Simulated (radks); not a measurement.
Cd+, 47 electrons, occupied as [Kr] 4d10 5s1. Method: Dirac Kohn-Sham, PBEsol, spin-unpolarised, spherical densities, point nucleus; computed with a radial shooting solver on a logarithmic mesh with Libxc functionals.

Normalised radial functions P(r) = r R(r) (large component), r in bohr:

r,4p1/2,5s1/2
0.001205,0.0026,0.0177
0.001392,0.0031,0.0201
0.001607,0.0037,0.0227
0.001856,0.0046,0.0257
0.002127,0.0055,0.0288
0.002456,0.0068,0.0324
0.002836,0.0083,0.0363
0.003276,0.0103,0.0406
0.003783,0.0128,0.0453
0.004369,0.0159,0.0502
0.005046,0.0198,0.0554
0.005827,0.0247,0.0607
0.00673,0.0309,0.0661
0.00771,0.0381,0.0711
0.008904,0.0476,0.0759
0.01028,0.0593,0.0801
0.01188,0.0737,0.0831
0.01372,0.0913,0.0846
0.01584,0.1126,0.0840
0.01829,0.1379,0.0806
0.02113,0.1675,0.0738
0.0244,0.2015,0.0630
0.02795,0.2372,0.0486
0.03228,0.2780,0.0287
0.03728,0.3200,0.0041
0.04306,0.3603,-0.0243
0.04973,0.3949,-0.0552
0.05743,0.4180,-0.0859
0.06632,0.4231,-0.1131
0.0766,0.4025,-0.1324
0.08846,0.3493,-0.1391
0.1013,0.2643,-0.1298
0.117,0.1363,-0.1006
0.1352,-0.0261,-0.0515
0.1561,-0.2098,0.0136
0.1803,-0.3929,0.0862
0.2082,-0.5458,0.1530
0.2405,-0.6352,0.1983
0.2777,-0.6307,0.2072
0.3207,-0.5135,0.1701
0.3674,-0.2993,0.0925
0.4243,0.0151,-0.0234
0.4901,0.3753,-0.1514
0.566,0.7224,-0.2608
0.6536,0.9969,-0.3212
0.7549,1.1533,-0.3106
0.8718,1.1735,-0.2228
1.007,1.0721,-0.0696
1.163,0.8881,0.1227
1.332,0.6822,0.3110
1.538,0.4711,0.4880
1.777,0.2955,0.6182
2.052,0.1672,0.6876
2.37,0.0845,0.6924
2.737,0.0377,0.6391
3.161,0.0146,0.5422
3.65,0.0048,0.4224
4.216,0.0013,0.3009
4.83,0.0003,0.1998
5.578,0.0001,0.1164
6.442,0.0000,0.0598
7.439,0.0000,0.0266
8.592,0.0000,0.0101

4p1/2: eigenvalue -79.758 eV, 2 radial nodes at r = 0.132, 0.422 bohr, <r> = 0.939 bohr, 90 % of the charge inside 1.39 bohr. 5s1/2: eigenvalue -13.077 eV, 4 radial nodes at r = 0.0381, 0.152, 0.413, 1.06 bohr, <r> = 2.63 bohr, 90 % of the charge inside 3.90 bohr.
